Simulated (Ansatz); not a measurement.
```yaml
crystal:
  periodic: [false, false, false]
  atoms:
    - {symbol: C, position_ang: [0.023358, 0.836420, -0.392832]}
    - {symbol: N, position_ang: [-0.047547, 0.010450, -0.070922]}
    - {symbol: Ge, position_ang: [0.524248, -0.232837, 0.977854]}
    - {symbol: In, position_ang: [-0.851281, -0.797065, -0.677440]}
    - {symbol: H, position_ang: [0.642329, 1.170222, -0.478027]}
    - {symbol: H, position_ang: [-0.333952, 0.941428, -0.879862]}
    - {symbol: H, position_ang: [-0.227866, 1.262814, 0.118084]}
    - {symbol: H, position_ang: [0.384724, -1.311712, 1.028925]}
    - {symbol: H, position_ang: [0.242352, 0.296912, 1.545564]}
    - {symbol: H, position_ang: [1.665056, -0.080503, 0.819938]}
    - {symbol: H, position_ang: [-1.383478, -0.442973, -1.499782]}
    - {symbol: H, position_ang: [-0.873293, -2.037769, -0.290797]}
basis:
  gaussian: {orbitals: def2-SVP}
total_charge: 1
magnetization: {spin_polarized: true, initial_magnetization: 1}
hamiltonian: {xc: {name: r2SCAN0}}
```

```sh
$ ansatz run in.yaml --threads 2 --pin off --events-out ev --progress --plain --max-ram 32768MiB --backend cpu
```

Shortened log:

```
Functional definition: r2SCAN0
1347 factors; integrals over basis functions are off by at most 8.8e-4 eV
mean field evaluation 1: about -64170.2742 eV, gradient 1.1e2 eV
mean field evaluation 2: about -64049.0944 eV, gradient 1.9e2 eV
mean field evaluation 4: about -64210.3574 eV, gradient 2.3e1 eV
mean field evaluation 8: about -64212.4574 eV, gradient 1.2e0 eV
mean field evaluation 16: about -64212.7217 eV, gradient 5.0e-2 eV
mean field evaluation 32: about -64212.7218 eV, gradient 1.7e-5 eV
mean field -64212.72180454 eV, -2359.7740013707 hartree, gradient 9.1e-6 eV, S^2 0.753441; 4 other end points of the search recorded, 0 dependent functions left out
reference -64212.72181974 eV, -2359.7740019292 hartree; 37, 36 occupied and 89, 90 virtual orbitals, 1347 factors
Total energy: -64212.72181974 eV, -2359.7740019292 hartree
```

In this input the geometry is squeezed to about two thirds of its size. The run converged. The result belongs to that input, not to the molecule as meant.
